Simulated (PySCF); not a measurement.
Species: C5H9B.
Numbering: `[CH2:1]=[C:2]=[CH:3][B:4]([CH3:5])[CH3:6]` (hydrogens: H7, H8 on C1; H9 on C3; H10, H11, H12 on C5; H13, H14, H15 on C6)

Computed with PySCF 2.14.0, PBE0-D3(BJ)/def2-SVP geometry optimisation, gas phase.

**Question.** Give the optimised bond lengths and angles.

**Answer.** 
| bond | length (bohr) |
| --- | --- |
| C1=C2 | 2.469 |
| C2=C3 | 2.489 |
| C3–B4 | 2.953 |
| B4–C5, B4–C6 | 2.972 |
| C1–H7, C1–H8 | 2.068 |
| C3–H9 | 2.077 |
| C5–H10 and 5 like bonds | 2.084 |

Bonds in one row agree within 0.02 bohr and their mean is given. A selection of angles:
| angle | degrees |
| --- | --- |
| C2–C1–H7 | 121.0 |
| H7–C1–H8 | 117.9 |
| C1–C2–C3 | 178.1 |
| C2–C3–B4 | 122.0 |
| C2–C3–H9 | 117.2 |
| B4–C3–H9 | 120.8 |
| C3–B4–C5 | 118.5 |
| C3–B4–C6 | 121.3 |
| C5–B4–C6 | 120.2 |
| B4–C5–H10 | 113.9 |
| B4–C5–H12 | 106.1 |
| H10–C5–H11 | 109.6 |
| H10–C5–H12 | 106.2 |
| B4–C6–H13 | 115.1 |
| B4–C6–H14 | 111.5 |
| B4–C6–H15 | 107.3 |
| H13–C6–H15 | 107.6 |

Torsions: C2–C3–B4–C5 -177° (antiperiplanar). The mirror-image conformer, all signs reversed, is as good.

The 6 heavy atoms lie in one plane (0.017 Å rms). B4 (three-coordinate boron) is planar (angles 121.3°, 120.2° and 118.5°, sum 360.0°, 0.01 Å off the plane of its three neighbours). Of the pairs four or more bonds apart, C2···H13 is among the closest relative to their van der Waals radii: 2.74 Å, 94 % of the sum of Bondi's values.

PBE0-D3(BJ)/def2-SVP frequencies: not computed here.
